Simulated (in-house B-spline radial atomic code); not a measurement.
As IV (As3+): [Ne] 3s2 3p5 3d10 4s2 4p1 (an excited or competing configuration)

Method: non-relativistic CAM-B3LYP, spin-polarised, spherical fractional occupations, exact exchange averaged over the configuration, point nucleus. Calculated with a radial B-spline atomic code at the basis-set limit.

Z_r = [3n² - l(l+1)]/(2<r>); Z_e = n√(-2ε); the last column is Slater's effective charge. Values are occupation-weighted means over spin.

```csv
shell,electrons,ε (eV),<r> (bohr),Z_r,Z_e,Slater
1s,2,-11644,0.04637,32.35,29.25,32.70
2s,2,-1517.3,0.2065,29.06,21.12,28.85
2p,6,-1362.2,0.1787,27.98,20.01,28.85
3s,2,-240.03,0.6032,22.38,12.60,22.10
3p,5,-187.71,0.6133,20.38,11.14,22.10
3d,10,-93.971,0.6438,16.31,7.88,12.85
4s,2,-50.548,1.704,14.09,7.71,7.85
4p,1,-39.517,1.919,11.99,6.82,7.85
```

The least bound orbital is 4p up at -39.52 eV, and it is also the most diffuse (<r> = 1.919 bohr). The part-filled 3p shell lies below the filled 4s shell in orbital energy.

The density falls to 0.001 bohr⁻³ at 3.337 bohr; Σ<r²> = 19.259 bohr² gives, by the non-relativistic formula and without the paramagnetism of open shells, a Langevin diamagnetic susceptibility of -15.25×10⁻⁶ cm³/mol.
